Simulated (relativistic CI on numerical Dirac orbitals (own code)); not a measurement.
Ru⁷⁺: resonant inelastic scattering at the L2,3 edge

Computed with this model: Dirac-Coulomb-Breit CI, orbitals from a KLI potential per configuration, QED by a radiative potential, valence Slater integrals scaled by 0.7, Kramers-Heisenberg scattering through one core-hole configuration in a parametric crystal field; configurations [Kr] 4d → [He] 2s2 2p5 3s2 3p6 3d10 4s2 4p6 4d2; 300 K; core-hole width 0.96 eV; summed over polarisations. Incident energies are the highest absorption maxima for each field (at most a few, so the weaker spin-orbit partner edge can be absent), on the computed scale of the free ion. Intensities are in per cent of the strongest line above 0.02 eV; levels within 1 cm⁻¹ are merged; final levels count from the ground level, the first row holds all elastic scattering, lines under 0.4 are left out and each table stops after 24 rows. The scale of the Slater integrals is a model choice and moves the terms in proportion.

Field parameters in Wybourne normalisation: D3d B²₀ = −7Dσ, B⁴₀ = −14Dq − 21Dτ, B⁴₃ = −14√(10/7) Dq. The field is a parameter set, without covalency.

S is read from ⟨S²⟩ = S(S + 1).

D3d, 10Dq = 23450, Dσ = -1200, Dτ = -70 cm⁻¹:

```
Final level (eV)  Degeneracy  Irrep     S  2855.3 eV  2857.1 eV  2858.3 eV
           0.000           2  Γ5+Γ6  0.50      399.7      783.8     1230.9
           0.210           2     Γ4  0.50       30.6       81.2      100.0
           0.690           2     Γ4  0.50       37.2       72.8       64.3
           3.214           2     Γ4  0.50        3.7       46.3       53.6
           3.246           2  Γ5+Γ6  0.50        2.8       50.5       53.6
```

D3d, 10Dq = 23450, Dσ = -860, Dτ = -70 cm⁻¹:

```
Final level (eV)  Degeneracy  Irrep     S  2855.3 eV  2857.1 eV  2858.3 eV
           0.000           2  Γ5+Γ6  0.50      361.7      648.7     1136.0
           0.180           2     Γ4  0.50       27.1       71.2      100.0
           0.573           2     Γ4  0.50       34.0       69.4       61.9
           3.160           2     Γ4  0.50        3.3       39.3       53.2
           3.182           2  Γ5+Γ6  0.50        2.7       42.1       48.6
```

For the first field the strongest loss at the lowest incident energy is the level at 0.69 eV (S = 0.50, against 0.50 in the thermal ground state).
